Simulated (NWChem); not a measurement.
BeSiH$_{3}$F; SMILES [F][Be][SiH3]

Results from NWChem. Coordinates come from a PBE0/def2-SVP optimisation.

Diagonal of the polarisability tensor at PBE/def2-SVPD, static: 45.63, 58.27, 45.63 bohr³.

### Question
Find the mean polarisability volume, the molar refraction, and the refractive index that an ideal gas of it would have at 273.15 K and 1 atm.

### Answer

1. Mean: one third of the trace = 49.84 bohr³ × 0.14818 Å³/bohr³ = 7.39 Å³.
2. Molar refraction (Lorentz-Lorenz): (4π/3) N_A α = 18.6 cm³/mol.
3. Number density p/kT = 2.687 × 10⁻⁵ Å⁻³; n − 1 = 2π N α = 12.47 × 10⁻⁴.
4. These hold the electronic response alone: vibrational and orientational terms add to the static dielectric constant.
